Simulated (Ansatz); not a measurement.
`O=C(O[SiH3])[SiH2]F` from Hartree–Fock to CCSD(T)

```csv
atom,x (Å),y (Å),z (Å)
O1,0.989,1.189,-0.084
C2,0.413,0.186,0.262
O3,-0.643,-0.300,-0.392
Si4,-1.188,0.540,-1.768
Si5,1.029,-0.756,1.804
F6,0.127,-2.037,2.097
H7,-1.620,1.904,-1.394
H8,-2.339,-0.274,-2.213
H9,-0.130,0.567,-2.801
H10,0.946,0.170,2.953
H11,2.416,-1.190,1.536
```

Total charge 0; spin multiplicity 1. All single points use the PBE0-D4/def2-TZVP geometry. It is one conformer, not always the lowest. Frozen core, restricted reference, Ansatz 0.2.0. CBS rows extrapolate triple and quadruple zeta; past MP2 they add the triple-zeta difference.

```csv
basis,HF (Eh),MP2 corr.,CCSD corr.,(T),CCSD(T) total
def2-TZVPP,?,-1.10665,?,-0.04330,?
def2-QZVPP,-868.10204,?,–,–,–
CBS(def2),?,-1.26478,-1.29925,as TZ,?
```

Q: Fill in the withheld values. (Estimate.)

A: The calculation gave: def2-TZVPP HF (Eh): -868.06995; def2-TZVPP CCSD corr.: -1.14111; def2-TZVPP CCSD(T) total: -869.25436; def2-QZVPP MP2 corr.: -1.19749; CBS(def2) HF (Eh): -868.10646; CBS(def2) CCSD(T) total: -869.44901.
